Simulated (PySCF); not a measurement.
C2H6OSi2, SMILES O[Si@@H]1C=C[SiH2]1.

Coordinates come from a B3LYP-D3(BJ)/def2-SVP optimisation. The structure was generated by enumeration; whether it is a known compound was not checked. One conformer was computed; it need not be the lowest.

Two levels are set side by side: TDA-PBE/def2-SVPD (PySCF) and TDA-B3LYP/def2-SVPD (PySCF). Vertical, same geometry. The lowest singlet is HOMO→LUMO 99 % with PBE and HOMO→LUMO 99 % with the other functional; states are paired by order. Differences are taken from unrounded values.

```
quantity                              TDA-B3LYP  TDA-PBE  TDA-PBE minus TDA-B3LYP
------------------------------------  ---------  -------  -----------------------
lowest singlet excitation (eV)             5.00     4.44                    -0.56
lowest triplet excitation (TDA) (eV)       4.23     4.18                    -0.05
```

Functionals without exact exchange tend to place singlet excitations lower, as here. Differences between two approximate levels are no errors against the true value.

Rough cost on one machine, each run with all the roots and properties that it gave: TDA-B3LYP against TDA-PBE about 2 times.
